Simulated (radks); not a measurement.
Q: These are the eigenvalues of the occupied orbitals of an atom or ion with whole-number occupations (eV). Method: scalar-relativistic Kohn-Sham, BLYP, spin-polarised, spherical densities, finite nucleus; Fermi nuclear charge, rms radius of each element as measured or else 0.836 A^(1/3) + 0.57 fm; computed with a radial shooting solver on a logarithmic mesh with Libxc functionals.

1s up: -51873.31
1s down: -51873.28
2s up: -8612.658
2s down: -8612.593
2p up: -7655.940
2p down: -7655.887
3s up: -1924.133
3s down: -1921.774
3p up: -1629.041
3p down: -1626.693
3d up: -1243.947
3d down: -1242.139
4s up: -396.2509
4s down: -390.8399
4p up: -298.9438
4p down: -293.6016
4d up: -165.3216
4d down: -160.0819
5s up: -61.9295
5s down: -59.2872
5p up: -38.0908
5p down: -36.1055
4f up: -20.2984
4f down: -15.6613
6s up: -11.3768
6p up: -7.2252

Which element is it, and in what charge state? The configuration may be excited. Open shells, if any, are filled with parallel spins first.

A: Z = 65, terbium, charge +1: Tb+ in [Xe] 4f8 6s1 6p1. The list shows which subshells hold electrons but not how many an open one holds; the 1s level, -1906.3 hartree, gives Z - s = 61.7 by -(Z - s)^2/2, which with screening and relativity narrows Z to a few neighbours, and the depths of the outer levels then fix element, charge and occupations together.
